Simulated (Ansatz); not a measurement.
`[SiH3][SiH2]S` and `S[SiH2][GaH2]` differ in one atom or group.

Ansatz, PBE0-D4/def2-TZVP geometries, multiplicity 1. Each molecule was computed in one conformer, which needn't be the lowest.

Scalar relativity is left out up to krypton.

```csv
property,`[SiH3][SiH2]S`
size of the dipole moment (B3LYP/def2-TZVPP) / D,0.91
HOMO energy (PBE0/def2-TZVPP) / eV,-7.50
HOMO energy (B3LYP/def2-TZVPP) / eV,-7.25
LUMO energy (ωB97M-V/def2-TZVPP) / eV,1.34
size of the dipole moment (ωB97M-V/def2-TZVPP) / D,0.91
HOMO–LUMO gap (PBE/def2-TZVPP) / eV,5.03
```

Problem. What does the change do to each property? (Best estimate.)

Solution. Computed: 
| property | `S[SiH2][GaH2]` | shift |
| --- | --- | --- |
| size of the dipole moment (B3LYP/def2-TZVPP) / D | 1.16 | 0.25 |
| HOMO energy (PBE0/def2-TZVPP) / eV | -7.01 | 0.49 |
| HOMO energy (B3LYP/def2-TZVPP) / eV | -6.81 | 0.44 |
| LUMO energy (ωB97M-V/def2-TZVPP) / eV | -0.44 | -1.78 |
| size of the dipole moment (ωB97M-V/def2-TZVPP) / D | 1.26 | 0.35 |
| HOMO–LUMO gap (PBE/def2-TZVPP) / eV | 3.02 | -2.01 |

With PBE0 the HOMO rises by 0.49 eV and the LUMO falls by 1.75 eV, so the gap narrows by about 2.24 eV. PBE moves the HOMO by 0.32 eV and ωB97M-V by 0.67 eV. The zero-point energy changes by -29.6 kJ/mol with -3 modes. Dipoles are sizes alone; their direction can turn.

B3LYP here is the variant with VWN-RPA as its local correlation; programs differ in this.
